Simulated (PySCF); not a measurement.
**UHF on Ga⁺ (gallium, charge +1)**

Configuration: [Ar] 3d9 4s2 4p1, one real determinant (an excited configuration). All numbers are calculated (PySCF 2.14, a scalar-relativistic core potential, in aug-cc-pV5Z-PP with ECP10MDF (8s7p6d4f3g2h, 136 functions)).

* Total energy: -257.400391 hartree
* One-electron energy: -449.6331 hartree
* Hartree (Coulomb) energy: 213.4048 hartree
* Exchange energy: -21.1720 hartree
* ⟨S²⟩: 2.0115
* ⟨L²⟩: 8.036
* Sum of ⟨r⟩: 19.01 bohr
* Sum of ⟨r²⟩: 28.73 bohr²
* Traceless quadrupole moment −½Σ⟨3z² − r²⟩ along its main axis: -3.15 e·bohr²
* Time after the integrals: about 8 core-seconds

```json
{"shell": "3s α", "electrons": "1", "mean orbital energy (hartree)": "-7.36495", "spread (hartree)": "0", "rms radius, mean of both spins (bohr)": "0.695"}
{"shell": "3s β", "electrons": "1", "mean orbital energy (hartree)": "-7.22194", "spread (hartree)": "0", "rms radius, mean of both spins (bohr)": "0.695"}
{"shell": "3p α", "electrons": "3", "mean orbital energy (hartree)": "-5.33566", "spread (hartree)": "0.11298", "rms radius, mean of both spins (bohr)": "0.730"}
{"shell": "3p β", "electrons": "3", "mean orbital energy (hartree)": "-5.16614", "spread (hartree)": "0.10427", "rms radius, mean of both spins (bohr)": "0.730"}
{"shell": "3d α", "electrons": "5", "mean orbital energy (hartree)": "-1.90347", "spread (hartree)": "0.11556", "rms radius, mean of both spins (bohr)": "0.839"}
{"shell": "3d β", "electrons": "4", "mean orbital energy (hartree)": "-1.82759", "spread (hartree)": "0.05649", "rms radius, mean of both spins (bohr)": "0.839"}
{"shell": "4s α", "electrons": "1", "mean orbital energy (hartree)": "-0.88433", "spread (hartree)": "0", "rms radius, mean of both spins (bohr)": "2.30"}
{"shell": "4s β", "electrons": "1", "mean orbital energy (hartree)": "-0.78662", "spread (hartree)": "0", "rms radius, mean of both spins (bohr)": "2.30"}
{"shell": "4p α", "electrons": "1", "mean orbital energy (hartree)": "-0.57666", "spread (hartree)": "0", "rms radius, mean of both spins (bohr)": "2.77"}
```

⟨L²⟩ = 8.04 against 12 for a pure F term, so this real determinant mixes terms. Energies and moments cover only the electrons outside the core potential.
